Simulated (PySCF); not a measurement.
## Relaxation of singlet TeO₂I₂

Level of theory: PBE0 in PySCF with Te def2-SVP with ECP28, O def2-SVP, I def2-SVP with ECP28; scalar-relativistic core potentials, no spin–orbit coupling; density-fitted integrals. A (50,194) grid was used.

A hand-made see-saw (ligand arrangement 1) start, of C2v symmetry, held to at least that symmetry:

```xyz
5
charge 0 multiplicity 1, angstrom
Te    0.0000    0.0000   -0.2308
O     1.4578    0.0000    0.9082
O    -1.4578    0.0000    0.9082
I     0.0000    2.6798    0.0036
I     0.0000   -2.6798    0.0036
```

(1) What forces act on the atoms at the start (eV/Å)?

(2) What does it relax to?

(3) How much energy is released, and in how many steps?

Answers

(1) 
| atom | Fx | Fy | Fz |
| --- | --- | --- | --- |
| Te1 | 0.00 | -0.49 | -0.92 |
| O2 | 0.53 | 0.33 | 0.23 |
| O3 | -0.53 | 0.33 | 0.23 |
| I4 | 0.00 | 1.60 | 0.37 |
| I5 | 0.00 | -1.77 | 0.10 |

(2) It ends at C2v with Te–I 2.886 Å (×2), Te–O 1.865 Å (×2); I–Te–I 143.5°, I–Te–O 78.3° (×4), O–Te–O 99.5° (after a last refinement on a finer grid). A frequency run shows 3 imaginary modes, down to 243i cm⁻¹, so it is a higher-order saddle point.

(3) 55.1 kJ/mol in 9 steps.

The relaxation took 49 s on 2 threads of a shared Arm Neoverse V2 host, with 106 basis functions and 10 gradients; the process peaked at 0.72 GiB. Launch command: `OMP_NUM_THREADS=2 python axn.py task.json out`.
